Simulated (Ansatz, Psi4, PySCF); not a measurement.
CHO2 (SMILES O=C[O-]), charge -1, singlet, at a GFN2-xTB geometry. Base run: CAMB3LYP/cc-pVDZ run with PySCF.

Geometry (Å):
```xyz
4

O     -1.0400    -0.4678    -0.0041
C     -0.0716     0.2903     0.0015
O      1.1382     0.0694     0.0020
H     -0.3564     1.4454     0.0075
```
Charge -1, spin multiplicity 1.
All else is at PySCF's defaults.

The same geometry, method and basis name were run in Ansatz (a quantum-chemistry and plane-wave program) and Psi4 and PySCF, at each program's defaults and at the settings that a row names. The base is PySCF at its defaults. Differences at the defaults can come from grids, fitting, cores and function types together.

| code and settings | ΔE vs base (µEh) | basis functions | E (Eh) | SCF cycles |
|---|---|---|---|---|
| PySCF, defaults (exact integrals, its default grid, spherical functions) | 0.0 | 47 | -189.11980 | 9 |
| Psi4, defaults (density fitting with its default set, its default grid, spherical functions) | (withheld) | 47 | (withheld) | 8 |
| Ansatz, defaults (factorised integrals, its default grid, spherical functions) | 8.7 | 47 | -189.11980 | - |
| PySCF, density fitting with def2-universal-jkfit | -14.1 | 47 | -189.11982 | 9 |
| PySCF, fine grid | -1.6 | 47 | -189.11981 | 9 |
| Psi4, exact integrals, spherical functions, fine grid | -1.7 | 47 | -189.11981 | 10 |
| Ansatz, high accuracy | -1.5 | 47 | -189.11981 | - |

Q: Complete the blanks.

A: 
- Psi4, defaults (density fitting with its default set, its default grid, spherical functions), ΔE vs base (µEh): -77.9
- Psi4, defaults (density fitting with its default set, its default grid, spherical functions), E (Eh): -189.11988
